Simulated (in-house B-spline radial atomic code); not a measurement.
Results of a calculation; reference values are marked as such.
**Extrapolating the RPA correlation energy in partial waves: Al VII (Al6+)**

All-electron RPA on Hartree-Fock orbitals from a B-spline radial code for spherical atoms, non-relativistic, point nucleus, configuration [He] 2s2 2p3, highest spin. With empty states up to angular momentum L the sums are:

```
L  E_c(L) (hartree)
3         -0.312763
4         -0.325664
5         -0.330903
```

For large l each further wave adds A/(l + 1/2)⁴, because the basis must build the cusp where two electrons meet.

(1) Estimate the limit from L = 4 and L = 5.

(2) How good is the estimate?

Answers

(1) Wave 5 adds -0.005239, against a sum of (l + 1/2)⁻⁴ of 1.09282e-03, so A = -4.794. The sum over l > 5 is ζ(4, 6.5) = 1.5223e-03, close to 1/(3 × 6³) = 1.5432e-03. The tail is -0.007298 and the limit -0.33820 hartree.

(2) A run to L = 11 sums to -0.33656 and extrapolates to -0.33726 hartree, 0.03 millihartree from the run before. The estimate differs from that by -0.94 millihartree, while the bare sum at L = 5 misses 6.4 millihartree (1.9 %).
